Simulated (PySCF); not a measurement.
Os (osmium, neutral) across methods

[Xe] 4f14 5d8, high-spin 3F determinant (an excited configuration). Calculation: PySCF 2.14, in ANO-RCC-VTZP; the spin-free X2C one-electron Hamiltonian (Gaussian nucleus).

```
method   E (hartree)  mean ε 5p β (eV)  mean ε 5d α (eV)  mean ε 5d β (eV)  Σ⟨r²⟩ (bohr²)   ⟨S²⟩
   LDA     -17243.90           -46.523            -3.954            -3.066          61.31  2.001
   PBE     -17254.84           -46.082            -3.711            -2.826          61.19  2.001
   UHF  -17249.26321           -56.170            -7.744            -6.255          59.38  2.006
  PBE0     -17254.58           -48.850            -4.876            -3.884          60.46  2.002
r2SCAN     -17254.87           -46.927            -3.739            -2.883          60.50  2.002
```

Spin-orbit coupling, absent here, splits the open shell strongly.
